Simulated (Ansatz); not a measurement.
`[NH2][GaH][SeH]` + HBr → `[NH2][GaH][Br]` + H₂Se at 500 K and 1 bar (ligand exchange at a Ga–Se bond).

Gas-phase electronic energies from Ansatz, PBE0-D4/def2-TZVP geometries. CCSD(T)/CBS adds triple-zeta CCSD(T) − MP2 to the extrapolated MP2 energy (def2 sets, frozen cores). For Br, Ga, Se outer-core shells are correlated without core-valence functions, which leaves a few kJ/mol of doubt a bond. Scalar relativity is left out up to krypton. One conformer a species, not always the lowest.

| species | CCSD(T)/CBS energy (Eh) | H − E (kJ/mol) | S (J/(mol·K)) |
| --- | --- | --- | --- |
| `[NH2][GaH][SeH]` | -4381.81164 | 145.0 | 385.1 |
| HBr | -2573.91920 | 30.5 | 213.7 |
| `[NH2][GaH][Br]` | -4553.84396 | 121.1 | 364.6 |
| H₂Se | -2401.89790 | 53.1 | 237.8 |

H − E and S are ideal-gas, rigid-rotor, harmonic terms from PBE0-D4/def2-TZVP, for one conformer and one mirror image of each species. 1 Eh = 2625.50 kJ/mol, R = 8.31446 J/(mol·K).

Task: By hand: ΔE, ΔH, ΔS and ΔG.

Result: ΔE = (-4553.84396) + (-2401.89790) − (-4381.81164) − (-2573.91920) = -0.01102 Eh = -28.9 kJ/mol. Δ(H − E) = 121.1 + 53.1 − 145.0 − 30.5 = -1.3, so ΔH = -30.2 kJ/mol. ΔS = 364.6 + 237.8 − 385.1 − 213.7 = 3.6 J/(mol·K). ΔG = -30.2 − 500 × (3.6)/1000 = -32.0 kJ/mol.

Task: By hand: the equilibrium constant, and the temperature at which ΔG would vanish if ΔH and ΔS stayed fixed.

Result: log₁₀ K = −ΔG/(RT ln 10) = 3.3. ΔH and −TΔS have one sign here, so there is no such temperature.

The number of gas molecules stays the same, so ΔS is small and ΔH decides. A doubt of 5 kJ/mol in ΔE shifts log₁₀ K by 0.5 here. Other conformers and mirror images would add mixing entropy, several J/(mol·K) or more a flexible species. These are equilibria of isolated gas molecules and say nothing of rates. Largest T1 diagnostic: 0.012 (customary marks: 0.02 for closed shells, 0.045 for open ones).

ΔS is within the doubt of such terms, so its sign, and with it that verdict, could turn.
